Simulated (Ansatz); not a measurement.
Calculated with Ansatz (gas phase, PBE0-D4/def2-TZVP geometries, no zero-point term in ΔE). CBS: MP2 limit from def2 TZ/QZ plus the TZ coupled-cluster correction, frozen cores. This one scheme is used for every species. Functionals use def2-TZVPP. For Br, Ga outer-core shells are correlated without core-valence functions, which leaves a few kJ/mol of doubt a bond. Scalar relativity is left out up to krypton. One conformer a species, not always the lowest.

`[OH][Ga]([SH])[O][SiH3]` + HBr → `[OH][Ga]([Br])[O][SiH3]` + H₂S  (ligand exchange at a Ga–S bond)

```tsv
level	ΔE (kJ/mol)	difference from CCSD(T)/CBS
PBE-D4	-30.3	4.2
r2SCAN-D4	-33.9	0.6
r2SCAN	-34.2	0.3
PBE0	-34.5	0.0
r2SCANh	-35.2	-0.7
RPA@PBE/def2-TZVPP	-35.3	-0.8
HF/def2-TZVPP	-49.5	-15.0
CCSD/def2-TZVPP	-38.4	-3.9
CCSD(T)/def2-TZVPP	-36.4	-1.9
MP2/CBS(def2)	-35.2	-0.7
CCSD(T)/CBS	-34.5	0
```

Largest T1 diagnostic among the species: 0.014.

Leaving LDA and LC-ωPBE aside and taking each functional with its dispersion term where it has one, the values, not all of them listed here, spread over 10.8 kJ/mol, from BHLYP-D4 to revPBE-D4. LDA lies +4.5 kJ/mol from PBE without D4. From PBE to PBE0 (25 % exact exchange), in def2-TZVPP and without D4, ΔE moves by −3.5 kJ/mol.
